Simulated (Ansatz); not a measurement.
Ansatz (a program for electronic structure) input (CCSD(T)/6-31G*):

Ansatz 0.2 input:
```yaml
crystal:
  periodic: [false, false, false]
  atoms:
    - {symbol: Si, position_ang: [-0.41302051, 0.07530117, 0.03819947]}
    - {symbol: Cl, position_ang: [-0.96165236, -0.09090360, 1.99021195]}
    - {symbol: Cl, position_ang: [-1.45995569, -1.27132241, -1.07063114]}
    - {symbol: Cl, position_ang: [-0.82994607, 1.95504360, -0.61885085]}
    - {symbol: Br, position_ang: [1.74453449, -0.31806044, -0.16134862]}
basis:
  gaussian:
    orbitals: 6-31G*
magnetization: {spin_polarized: false}
correlation: {method: ccsd_t, electrons: outside_noble_gas}
```

Output:

```
Functional definition: HF
integrals: 0.16 GiB planned
988 factors; integrals over basis functions are off by at most 1.1e-3 eV
mean field: 0.78 GiB planned
mean field evaluation 1: about -115365.2615 eV, gradient 2.4e1 eV
mean field evaluation 2: about -115365.3370 eV, gradient 2.4e1 eV
mean field evaluation 4: about -115367.1930 eV, gradient 1.8e0 eV
mean field evaluation 8: about -115367.2150 eV, gradient 1.4e-1 eV
mean field evaluation 16: about -115367.1094 eV, gradient 4.1e-1 eV
mean field -115367.21504481 eV, -4239.6669541897 hartree, gradient 9.7e-6 eV, S^2 0.000000; 0 other end points of the search recorded, 0 dependent functions left out
34 core orbitals not correlated
reference -115367.21504481 eV, -4239.6669541897 hartree; 16, 16 occupied and 61, 61 virtual orbitals, 988 factors
second order -15.78297778 eV of doubles, -0.00000000 eV of singles
coupled cluster: 0.29 GiB planned
cycle   1  -16.68255098 eV  change   -9.0e-1 eV  update   8.1e-2
cycle   2  -16.98960205 eV  change   -3.1e-1 eV  update   2.2e-2
cycle   3  -17.04608764 eV  change   -5.6e-2 eV  update   9.8e-3
cycle   4  -17.04320264 eV  change    2.9e-3 eV  update   2.0e-3
cycle   5  -17.04220433 eV  change    1.0e-3 eV  update   6.1e-4
cycle   6  -17.04203137 eV  change    1.7e-4 eV  update   1.7e-4
cycle   7  -17.04202047 eV  change    1.1e-5 eV  update   5.1e-5
cycle   8  -17.04203887 eV  change   -1.8e-5 eV  update   1.2e-5
perturbative correction -0.45887749 eV, -0.0168634368 hartree
Total energy: -115384.71596117 eV, -4240.3101010036 hartree
```
